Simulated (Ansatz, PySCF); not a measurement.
Donor–acceptor adduct: GaH3 (SMILES [GaH3]) (first 4 atoms) with H2O (SMILES O); geometry from B3LYP-D3(BJ)/def2-TZVP, rigid monomers moved along the line of their centres of mass till Ga1···O5 is 2.00 Å.
(charge 0, multiplicity 1):
```xyz
7

Ga     0.397    -0.376     0.685
H      1.883    -0.098     1.123
H     -0.229    -1.811     0.853
H     -0.287     0.626    -0.330
O     -0.447     0.393     2.332
H     -1.408     0.321     2.293
H     -0.242     1.332     2.423
```

Interaction energies are E(AB) − E(A) − E(B) at the monomers' geometry in the complex; basis-set methods are counterpoise corrected. Rows marked so take none.

Frozen-core correlation. Filled d and f shells under p-block atoms count as core. CBS(a, b) extrapolates the correlation energy as X⁻³ and adds the Hartree–Fock energy of set b. Rows in 3-21G, 6-31G*, STO-3G carry no dispersion term and start afresh at each structure (6-31G* with six Cartesian d functions); the Pople sets are all-electron and without relativity. MP2/6-31G* freezes PySCF's default core, which leaves 3d correlated.

Codes used: Ansatz (Gaussian orbitals); PySCF for 3-21G rows, 6-31G* rows, STO-3G rows, the dispersion terms. 

Other levels give for the interaction energy: PBE/def2-TZVPPD -10.29; B3LYP/def2-TZVPPD -9.21; B3LYP-D3(BJ)/def2-TZVPPD -10.96; wB97M-V/def2-TZVPPD -12.64; CCSD(T)/CBS(aug-cc-pVDZ, aug-cc-pVTZ) -11.70 kcal/mol.

### Question
What do these common cheap choices give for the same quantity: HF/STO-3G (no counterpoise), HF/3-21G (no counterpoise), HF/6-31G*, HF/6-31G* (no counterpoise), B3LYP/3-21G (no counterpoise), B3LYP/6-31G* (no counterpoise), M06-2X/6-31G* (no counterpoise), MP2/6-31G*?

### Answer
HF/STO-3G (no counterpoise) -45.20; HF/3-21G (no counterpoise) -31.65; HF/6-31G* -9.75; HF/6-31G* (no counterpoise) -12.74; B3LYP/3-21G (no counterpoise) -36.98; B3LYP/6-31G* (no counterpoise) -16.05; M06-2X/6-31G* (no counterpoise) -20.48; MP2/6-31G* -11.08 kcal/mol. They span -45.20 to -9.75 kcal/mol.

Ansatz is a quantum-chemistry and plane-wave program.
